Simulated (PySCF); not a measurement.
C₂H₆Se, charge -1, doublet, at the geometry of the source list (a state made from the parent by changing its charge; the spin is typed, not shown lowest) (in this run its highest filled SCF level lies above zero, so its values depend strongly on the basis, on diffuse functions most of all); B3LYP/STO-3G (PySCF).

Here is a job for PySCF.
```python
from pyscf import gto, scf, dft

mol = gto.Mole()
mol.atom = '''
    C     1.45580000   -0.05290000    0.03390000
    Se    0.05090000    0.47070000   -1.21420000
    C    -1.45680000    0.05700000   -0.04690000
    H     1.40210000   -1.12550000    0.21030000
    H     2.41140000    0.20450000   -0.41870000
    H     1.32730000    0.49560000    0.96530000
    H    -1.37990000   -0.97770000    0.27740000
    H    -2.36800000    0.20320000   -0.61720000
    H    -1.44300000    0.72510000    0.81010000
'''
mol.basis = 'sto-3g'
mol.charge = -1
mol.spin = 1
mol.verbose = 4
mol.build()

mf = dft.UKS(mol)
mf.xc = 'b3lyp'
mf.kernel()
```

**Question.** Write the output that PySCF gives for this input, abridged.

**Answer.** 
```
PySCF version 2.14.0

[INPUT] verbose = 4
[INPUT] num. atoms = 9
[INPUT] num. electrons = 53
[INPUT] charge = -1
[INPUT] spin (= nelec alpha-beta = 2S) = 1
[INPUT] symmetry False subgroup None
[INPUT] Mole.unit = angstrom
[INPUT] Symbol           X                Y                Z      unit          X                Y                Z       unit  Magmom
[INPUT]  1 C      1.455800000000  -0.052900000000   0.033900000000 AA    2.751063292142  -0.099966511989   0.064061715623 Bohr   0.0
[INPUT]  2 Se     0.050900000000   0.470700000000  -1.214200000000 AA    0.096187059740   0.889494086833  -2.294505460447 Bohr   0.0
[INPUT]  3 C     -1.456800000000   0.057000000000  -0.046900000000 AA   -2.752953018266   0.107714389100  -0.088628155242 Bohr   0.0
[INPUT]  4 H      1.402100000000  -1.125500000000   0.210300000000 AA    2.649584999253  -2.126886753198   0.397409403996 Bohr   0.0
[INPUT]  5 H      2.411400000000   0.204500000000  -0.418700000000 AA    4.556885576776   0.386448992474  -0.791228328355 Bohr   0.0
[INPUT]  6 H      1.327300000000   0.495600000000   0.965300000000 AA    2.508233485135   0.936548267334   1.824152628043 Bohr   0.0
[INPUT]  7 H     -1.379900000000  -0.977700000000   0.277400000000 AA   -2.607633079287  -1.847585231987   0.524210026954 Bohr   0.0
[INPUT]  8 H     -2.368000000000   0.203200000000  -0.617200000000 AA   -4.474871462970   0.383992348512  -1.166338964082 Bohr   0.0
[INPUT]  9 H     -1.443000000000   0.725100000000   0.810100000000 AA   -2.726874797747   1.370240412922   1.530867133510 Bohr   0.0

nuclear repulsion = 186.474584484957
number of shells = 20
number of NR pGTOs = 102
number of NR cGTOs = 34
basis = sto-3g
ecp = {}

******** <class 'pyscf.dft.uks.UKS'> ********
method = UKS
initial guess = minao
damping factor = 0
level_shift factor = 0
DIIS = <class 'pyscf.scf.diis.CDIIS'>
diis_start_cycle = 1
diis_space = 8
diis_damp = 0
SCF conv_tol = 1e-09
SCF conv_tol_grad = None
SCF max_cycles = 50
direct_scf = True
direct_scf_tol = 1e-13
number electrons alpha = 27  beta = 26
XC library pyscf.dft.libxc version 7.1.2
    S. Lehtola, C. Steigemann, M. J. T. Oliveira, and M. A. L. Marques,  SoftwareX 7, 1–5 (2018)
XC functionals = b3lyp
    P. J. Stephens, F. J. Devlin, C. F. Chabalowski, and M. J. Frisch,  J. Phys. Chem. 98, 11623 (1994)
radial grids:
    Treutler-Ahlrichs [JCP 102, 346 (1995); DOI:10.1063/1.469408] (M4) radial grids

becke partition: Becke, JCP 88, 2547 (1988); DOI:10.1063/1.454033
pruning grids: <function nwchem_prune>
grids dens level: 3
symmetrized grids: False
atomic radii adjust function: <function treutler_atomic_radii_adjust>
small_rho_cutoff = 0
Set gradient conv threshold to 3.16228e-05
tot grids = 107512
init E= -2450.61200749947

cycle= 1 E= -2453.31412487873  delta_E= -2.7  |g|= 0.361  |ddm|= 2.83
cycle= 2 E= -2453.43844415531  delta_E= -0.124  |g|= 0.117  |ddm|= 1.15
cycle= 3 E= -2453.45164974626  delta_E= -0.0132  |g|= 0.0193  |ddm|= 0.306
cycle= 4 E= -2453.45187361991  delta_E= -0.000224  |g|= 0.00637  |ddm|= 0.0421
cycle= 5 E= -2453.45190631406  delta_E= -3.27e-05  |g|= 0.0014  |ddm|= 0.0151
cycle= 6 E= -2453.45190731666  delta_E= -1e-06  |g|= 0.00089  |ddm|= 0.00697
cycle= 7 E= -2453.45190790933  delta_E= -5.93e-07  |g|= 8.78e-05  |ddm|= 0.00277
cycle= 8 E= -2453.45190792254  delta_E= -1.32e-08  |g|= 1.78e-05  |ddm|= 0.000431
cycle= 9 E= -2453.45190792304  delta_E= -4.97e-10  |g|= 5.3e-06  |ddm|= 6.93e-05
Extra cycle  E= -2453.45190792307  delta_E= -2.96e-11  |g|= 4.29e-06  |ddm|= 1.79e-05
converged SCF energy = -2453.45190792307  <S^2> = 0.75310316  2S+1 = 2.0031008
```
